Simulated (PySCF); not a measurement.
## What settings do to a single point of [Nd(H2O)3]3+

The sound run of [Nd(H2O)3]3+ (singlet in the valence; each metal's 4f electrons, 3 of them, lie in its core potential, out of spins and levels) uses PySCF 2.14.0, RKS PBE, Nd lcecp-1-SVP with ECP49, O def2-SVP, H def2-SVP; non-relativistic Hamiltonian with scalar-relativistic core potentials where named; density fitting; no spin-orbit coupling, grid (50, 194), threshold 1e-8 Eh and 55 cycles, at the relaxed geometry:

```xyz
10

Nd    0.0000    0.0000    0.0000
O     2.3274    0.0000    0.0000
H     2.9508   -0.7718    0.1101
H     2.9507    0.7719   -0.1101
O    -1.1637    2.0155    0.0000
H    -0.8069    2.9413    0.1101
H    -2.1438    2.1695   -0.1101
O    -1.1637   -2.0156    0.0000
H    -2.1438   -2.1695    0.1101
H    -0.8069   -2.9413   -0.1101
```

There Nd1 has a Mulliken charge of 1.86 e and the dipole about the centre of mass is 0.00 D. Each run below changes one thing and starts from free metal ions and neutral atoms unless it says otherwise; with 55 cycles, smearing, a level shift and second-order steps follow where DIIS fails, and their cycles count. Energy shifts count from the sound run. On f atoms grids over 110 angular points are at least (60, 302).

```tsv
change	outcome	cycles	energy shift (eV)	largest force component (eV/Å)	charge on Nd1 (e)	dipole about the centre of mass (D)
start from a density of up to 30 smeared cycles (not counted)	converged	6	0.0000	0.00	1.86	0.00
grid (99, 590)	converged	10	0.0004	0.00	1.86	0.00
threshold 1e-06	converged	9	0.0000	0.01	1.86	0.00
cycle limit 8	not converged	8	–	–	–	–
```

Task: How does the run with this change end: spin (2S) set to 12, limit 60 cycles?

Result: outcome converged, cycles 26, energy shift (eV) 66.31, largest force component (eV/Å) 10.68, charge on Nd1 (e) -0.32, dipole about the centre of mass (D) 0.36.

Unsound on purpose, so not properties of the compound: spin (2S) set to 12, limit 60 cycles.

Forces carry noise of the integration grid, about 0.01 to 0.03 eV/Å.

A frequency check found unstable modes (1, the lowest at -16 cm⁻¹), so the relaxed geometry is a saddle point, or these are noise. An lcecp potential fixes the number of 4f electrons, so in runs with it no electron can move into or out of that shell.
